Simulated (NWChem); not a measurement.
germanium monotelluride (GeTe, singlet); SMILES [Ge]=[Te]

```xyz
2

Ge     0.0000     0.0000     1.4532
Te     0.0000     0.0000    -0.8923
```
Atoms are numbered in this order, from 1.

Low-valent species are run as closed-shell singlets; no triplet was tried in these runs. All runs use the structure optimised with PBE0/def2-SVP. def2 effective core potentials on Te; no spin-orbit coupling.

**Question.** List the 4 lowest vertical singlet excitations from B3LYP/def2-TZVP with def2 effective core potentials on Te, TDA (NWChem).

**Answer.** 
```
state  energy (eV)  oscillator strength  leading excitation (squared amplitude)
-----  -----------  -------------------  --------------------------------------
S1            2.84                0.000                  HOMO−1 → LUMO+1 (0.50)
S2            3.11                0.000                    HOMO−1 → LUMO (0.50)
S3            3.11                0.000                  HOMO−1 → LUMO+1 (0.50)
S4            3.42                0.004                    HOMO−2 → LUMO (0.99)
```
